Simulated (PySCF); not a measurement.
# Which determinant of RbPb lies lowest?

Unrestricted PBE0; PySCF, scalar-relativistic core potentials, basis sets Rb def2-SVP with ECP28, Pb def2-SVP with ECP60. Outer shells of the fragments: Rb 5s1; Pb 5d10 6s2 6p2.

Followed along the bond (rough minima from three points):

| 2Ms+1 | unpaired | ⟨S²⟩ at the start | R at minimum (Å) | Te (eV) |
| --- | --- | --- | --- | --- |
| 4 | σ ↑, π ↑↑ | 3.75 | 3.50 | 0.00 |
| 2 | σ ↓, π ↑↑ | 1.76 | 3.57 | 0.44 |
| 2 | σ ↑, π ↑↓ | 1.76 | 3.53 | 0.48 |
| 2 | π ↑ | 0.79 | 3.74 | 0.52 |
| 2 | σ ↑ | 0.75 | 3.53 | 1.15 |

Solutions found at the starting distance of 3.455 Å, counted from the lowest of them; the search is not exhaustive and high or unbound solutions are not listed, so other states can lie among these:

| 2Ms+1 | unpaired | term | E (eV) | ⟨S²⟩ | ⟨Lz²⟩ | μ (D) |
| --- | --- | --- | --- | --- | --- | --- |
| 4 | σ ↑, π ↑↑ | ⁴Σ⁻ | 0.00 | 3.75 | 0.00 | -9.93 |
| 2 | σ ↓, π ↑↑ | mixed | 0.45 | 1.76 | 0.00 | -8.66 |
| 2 | σ ↑, π ↑↓ | mixed | 0.49 | 1.76 | 2.01 | -9.40 |
| 2 | π ↑ | ²Π | 0.58 | 0.79 | 1.00 | -6.28 |
| 2 | σ ↑ | mixed | 1.15 | 0.75 | 2.00 | -9.34 |
| 4 | σ ↑↑, π ↑ | ⁴Π | 1.53 | 3.75 | 1.00 | 2.67 |
| 2 | π ↑ | ²Π | 1.63 | 0.75 | 1.02 | -11.41 |
| 4 | σ ↑, π ↑↑ | mixed | 2.70 | 3.75 | 2.00 | 3.65 |
| 4 | π ↑↑↑ | ⁴Π | 2.99 | 3.75 | 1.00 | 3.77 |
| 4 | π ↑↑, δ ↑ | ⁴Δ | 3.75 | 3.75 | 4.00 | 0.91 |

A term symbol is given only where ⟨S²⟩ and ⟨Lz²⟩ are close to those of a pure state; real π, δ and φ orbitals otherwise mix terms. A positive dipole means Rb(−)Pb(+).

These are scalar-relativistic numbers at best; spin–orbit coupling would shift them, the dissociation energy most. Counting both spins, an empty level lies below a filled one in some of these solutions, because spin and occupation are held.
